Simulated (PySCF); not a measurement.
H3FGaNO, SMILES [NH2][Ga]([F])[OH] (B3LYP/def2-SVP optimised geometry):

```
7

Ga     0.062     0.064     0.000
F      1.822     0.064     0.000
O     -0.755     1.645     0.000
H     -0.140     2.390    -0.002
N     -0.820    -1.504    -0.072
H     -1.822    -1.566     0.067
H     -0.348    -2.390     0.065
```

Calculation: B3LYP/def2-TZVP run with PySCF.

What are the frontier orbital energies and the dipole moment?

HOMO-2 -9.44 eV, HOMO-1 -8.97 eV, HOMO -7.60 eV, LUMO -1.18 eV, LUMO+1 0.05 eV; dipole moment 1.50 D.

Meta-Löwdin charges at B3LYP/def2-TZVP: Ga1 1.06, F2 -0.52, O3 -0.71, H4 0.34, N5 -0.67, H6 0.24, H7 0.24.
